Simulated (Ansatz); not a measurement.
Consider the substitution at a C–B bond: `CBOCN` + `[GeH3][SeH]` → `C[Se][GeH3]` + `BOCN`.

Isolated molecules relaxed with PBE0-D4/def2-TZVP in Ansatz; ΔE leaves out vibrations. CCSD(T)/CBS adds triple-zeta CCSD(T) − MP2 to the extrapolated MP2 energy (def2 sets, frozen cores). Functionals use def2-TZVPP. B3LYP here is the variant with VWN-RPA as its local correlation; programs differ in this. For Ge, Se outer-core shells are correlated without core-valence functions, which leaves a few kJ/mol of doubt a bond. Scalar relativity is left out up to krypton. One conformer a species, not always the lowest.

| level | ΔE (eV) |
| --- | --- |
| PBE-D4 | 0.44 |
| B3LYP-D4 | 0.43 |
| ωB97X-V | 0.46 |
| r2SCAN | 0.49 |
| SCS-MP2/def2-TZVPP | 0.39 |
| CCSD(T)/def2-TZVPP | 0.44 |
| SCS-MP2/def2-QZVPP | 0.40 |
| HF/CBS(def2) | 0.50 |

Question: What does CCSD(T)/CBS give? (An estimate is asked.)

Answer: Ansatz gave: +0.44 eV. The listed levels differ from it by 0.00, -0.01, 0.02, 0.05, -0.05, 0.00, -0.04, 0.06 eV.

Largest T1 diagnostic among the species: 0.013.

From PBE to PBE0 (25 % exact exchange), in def2-TZVPP and without D4, ΔE moves by +0.04 eV. In def2-TZVPP, CCSD(T) changes the Hartree–Fock value by −0.06 eV (the triples alone add −0.02 eV) and MP2 by −0.10 eV. The D4 term adds −0.03 eV with B3LYP and −0.02 eV with PBE0; it sums over pairs of atoms, weighted by their polarisabilities, and B3LYP, whose exchange is more repulsive, gets the larger term.
